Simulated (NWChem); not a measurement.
System: C₄H₇N; SMILES C=C/C=N/C

NWChem input:

```
start job
memory heap 200 mb stack 900 mb global 1100 mb
geometry units angstroms noautoz
  C      0.630238    -2.078651     0.123886
  C     -0.508259    -1.423182    -0.129040
  C     -0.625383     0.043338    -0.141240
  N      0.353459     0.817381     0.088048
  C      0.139804     2.231167     0.053599
  H      1.546517    -1.521128     0.338130
  H      0.673092    -3.170377     0.122888
  H     -1.426613    -1.979821    -0.343705
  H     -1.635878     0.446816    -0.366198
  H      0.810390     2.689333    -0.693010
  H     -0.903260     2.528421    -0.179687
  H      0.421376     2.672402     1.024710
end
basis spherical
  * library pcseg-1
end
dft
  xc hfexch
  iterations 150
  mulliken
end
task dft energy
```

All runs use the structure optimised with PBE0/def2-SVP.

Task: Give the results of this calculation. (Hartree-Fock/pcseg-1.) Quantities: basis functions; energy (Ha); highest occupied level (eV); orbital gap (eV); dipole (D).

Result: 
| Property | Result |
|---|---|
| number of basis functions | 105 |
| energy (Ha) | -209.89 |
| highest occupied level (eV) | -9.42 |
| orbital gap (eV) | 11.98 |
| dipole (D) | 1.37 |
